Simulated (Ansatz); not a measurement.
Reaction (formal exchange of groups at a C–C bond): `CC1=CCCC1` + `C[CH2][Cd][CH3]` → `[CH3][Cd][CH](C)C` + `C1=CCCC1`

Program: Ansatz. Geometries: PBE0-D4/def2-TZVP. ΔE: electronic, gas phase. CBS: MP2 limit from def2 TZ/QZ plus the TZ coupled-cluster correction, frozen cores. DFT in def2-TZVPP. B3LYP here is the variant with VWN-RPA as its local correlation; programs differ in this. def2 core potentials past Kr. For Cd outer-core shells are correlated without core-valence functions, which leaves a few kJ/mol of doubt a bond. Each species was taken in one conformer, which may not be the lowest.

`CC1=CCCC1`:

```xyz
16

C    -1.107    0.301    1.889
C    -0.357    0.000    0.641
C     0.193   -1.158    0.285
C     0.816   -1.105   -1.077
C     0.866    0.404   -1.371
C    -0.184    1.030   -0.444
H    -2.131    0.617    1.662
H    -0.641    1.125    2.439
H    -1.157   -0.567    2.549
H     0.159   -2.062    0.885
H     1.806   -1.570   -1.117
H     0.195   -1.641   -1.806
H     1.855    0.787   -1.103
H     0.702    0.639   -2.424
H     0.125    2.005   -0.052
H    -1.141    1.195   -0.956
```

`C[CH2][Cd][CH3]`:

```xyz
12

C    -1.684    1.241    0.756
C    -0.574    0.338    1.286
Cd    0.687   -0.515   -0.203
C     1.942   -1.364   -1.682
H    -2.361    0.707    0.083
H    -2.298    1.650    1.567
H    -1.288    2.093    0.198
H     0.067    0.891    1.979
H    -1.000   -0.488    1.865
H     2.268   -0.602   -2.392
H     1.413   -2.143   -2.234
H     2.828   -1.808   -1.224
```

`[CH3][Cd][CH](C)C`:

Cartesian coordinates in Å:
```
C 0.000 -2.944 -1.525
Cd -0.091 -0.981 -0.732
C -0.184 1.005 0.070
C 1.199 1.572 0.366
C -1.081 1.089 1.299
H 1.037 -3.244 -1.687
H -0.461 -3.657 -0.838
H -0.527 -2.996 -2.480
H -0.637 1.611 -0.724
H 1.721 0.993 1.135
H 1.130 2.603 0.742
H 1.842 1.592 -0.518
H -0.699 0.481 2.125
H -1.144 2.121 1.672
H -2.103 0.756 1.096
```

`C1=CCCC1`:

Cartesian coordinates in Å:
```
C -0.387 0.729 1.070
C 0.676 -0.060 1.168
C 1.006 -0.722 -0.138
C -0.255 -0.466 -0.981
C -0.955 0.733 -0.320
H -0.785 1.340 1.872
H 1.275 -0.187 2.063
H 1.231 -1.787 -0.033
H 1.897 -0.260 -0.583
H -0.034 -0.301 -2.037
H -0.908 -1.340 -0.919
H -2.045 0.643 -0.338
H -0.716 1.678 -0.825
```

```tsv
level	ΔE (kJ/mol)	difference from CCSD(T)/CBS
PBE-D4	25.1	2.5
B3LYP-D4	25.3	2.7
B2PLYP	24.9	2.3
r2SCANh	25.8	3.2
MP2/def2-SVP	23.6	1.0
HF/def2-TZVPP	28.5	5.9
SCS-MP2/def2-TZVPP	22.7	0.1
CCSD(T)/def2-TZVPP	22.2	-0.4
HF/def2-QZVPP	28.5	5.9
MP2/CBS(def2)	23.2	0.6
CCSD(T)/CBS	22.6	0
```

Largest T1 diagnostic among the species: 0.012.

In def2-TZVPP, CCSD(T) changes the Hartree–Fock value by −6.3 kJ/mol (the triples alone add −0.9 kJ/mol) and MP2 by −5.7 kJ/mol. Leaving LDA and LC-ωPBE aside and taking each functional with its dispersion term where it has one, the values, not all of them listed here, spread over 2.8 kJ/mol, from BLYP-D4 to CAM-B3LYP-D4.
